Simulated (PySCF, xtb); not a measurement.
# Relative energy of two structures of F2HNaP2

Structure X is a singlet given by its coordinates and structure Y is a singlet given by its coordinates. Both are isolated molecules in the gas phase, relaxed with PBE0-D4/def2-SVP.

X (Å):

```xyz
6

F    -1.5715   -1.7348   -1.6863
F    -2.8467    0.0642   -0.7372
Na   -2.6191    1.6068   -2.1948
P    -1.2281   -0.5845   -0.5818
P    -0.0691    0.7218   -1.7960
H     0.3199    1.4353   -0.6155
```

Close contacts (Å): F1–P4 1.63, F2–Na3 2.13, F2–P4 1.75, Na3–P4 3.06, Na3–P5 2.73, P4–P5 2.13, P5–H6 1.43.

Y (Å):

```xyz
6

F    -0.4791   -1.2039   -1.6945
F     0.4416    0.4862   -0.2364
Na   -0.9359    1.7172    0.8423
P    -0.2577    0.4005   -1.8351
P    -2.2134    1.2050   -1.5321
H    -2.6145    0.0535   -0.7637
```

Close contacts (Å): F1–P4 1.63, F2–Na3 2.14, F2–P4 1.75, Na3–P4 3.06, Na3–P5 2.74, P4–P5 2.14, P5–H6 1.44.

Q: Which of the two would you expect CCSD(T)/def2-SVP + ΔMP2/def2-TZVPP electronic energies to favour?

A: Structure X; the calculation gives E(Y) − E(X) = +2.6 kcal/mol.

The same difference at several levels:

```json
{"level": "PBE0-D4/def2-SVP", "geometry": "PBE0-D4/def2-SVP", "E(Y) − E(X) (kcal/mol)": "+2.5", "departure from the last row (kcal/mol)": "−0.1", "job, with rough time for the two": "optimisation, 95 s"}
{"level": "HF/def2-SVP", "geometry": "PBE0-D4/def2-SVP", "E(Y) − E(X) (kcal/mol)": "+2.7", "departure from the last row (kcal/mol)": "+0.1", "job, with rough time for the two": "part of the CCSD(T) run"}
{"level": "MP2/def2-SVP", "geometry": "PBE0-D4/def2-SVP", "E(Y) − E(X) (kcal/mol)": "+2.3", "departure from the last row (kcal/mol)": "−0.3", "job, with rough time for the two": "part of the CCSD(T) run"}
{"level": "CCSD(T)/def2-SVP", "geometry": "PBE0-D4/def2-SVP", "E(Y) − E(X) (kcal/mol)": "+2.2", "departure from the last row (kcal/mol)": "−0.4", "job, with rough time for the two": "single point"}
{"level": "CCSD(T)/def2-SVP + ΔMP2/def2-TZVPP", "geometry": "PBE0-D4/def2-SVP", "E(Y) − E(X) (kcal/mol)": "+2.6", "departure from the last row (kcal/mol)": "", "job, with rough time for the two": "single point, 69 s"}
```

The levels shown agree on the order. The largest departure from CCSD(T)/def2-SVP + ΔMP2/def2-TZVPP is that of CCSD(T)/def2-SVP, 0.4 kcal/mol. Levels run at GFN2-xTB geometries aren't shown. The last row adds to CCSD(T) the change of the MP2 difference between the two basis sets, here +0.4 kcal/mol.

With thermal terms from frequencies at re-optimised GFN2-xTB minima (ideal gas, soft modes damped towards free rotors, one conformer each, 298.15 K, 1 atm): on the last row, ΔE + ΔZPE = +2.4, ΔH = +2.4, ΔG = +2.3 kcal/mol.

The correlated steps freeze 13 core orbitals; the last core shell of Na is correlated, in a basis made for valence electrons. Run with PySCF 2.14.0, xtb 6.7.1; the last row on 2 threads of Arm Neoverse V1 on a shared host.
